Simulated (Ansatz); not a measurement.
Compare A (`[CH3][Ga]([SH])[SH]`) with its isomer B (`[CH3][GaH][S]S`).

Program: Ansatz. Geometries: PBE0-D4/def2-TZVP. ΔE: electronic, gas phase. CCSD(T)/CBS adds triple-zeta CCSD(T) − MP2 to the extrapolated MP2 energy (def2 sets, frozen cores). Functionals use def2-TZVPP. B3LYP here is the variant with VWN-RPA as its local correlation; programs differ in this. For Ga outer-core shells are correlated without core-valence functions, which leaves a few kJ/mol of doubt a bond. Scalar relativity is left out up to krypton. Each species was taken in one conformer, which may not be the lowest.

(1) Which is lower in electronic energy at CCSD(T)/CBS, and by how much? (Estimate.)

(2) Give E(B) − E(A) in kJ/mol with CCSD/def2-TZVPP, ωB97M-V, PBE-D4, HF/def2-TZVPP, B3LYP, r2SCAN-D4, CCSD(T)/def2-TZVPP. (An estimate is asked.)

Largest T1 diagnostic: 0.013.

Answers

(1) Ansatz gave: A, by 147.0 kJ/mol.

(2) Ansatz gave: CCSD/def2-TZVPP 154.0, ωB97M-V 142.3, PBE-D4 133.8, HF/def2-TZVPP 156.0, B3LYP 140.5, r2SCAN-D4 145.2, CCSD(T)/def2-TZVPP 152.7. None reverses the order clearly.

From PBE to PBE0 (25 % exact exchange), in def2-TZVPP and without D4, E(B) − E(A) moves by +7.5 kJ/mol.
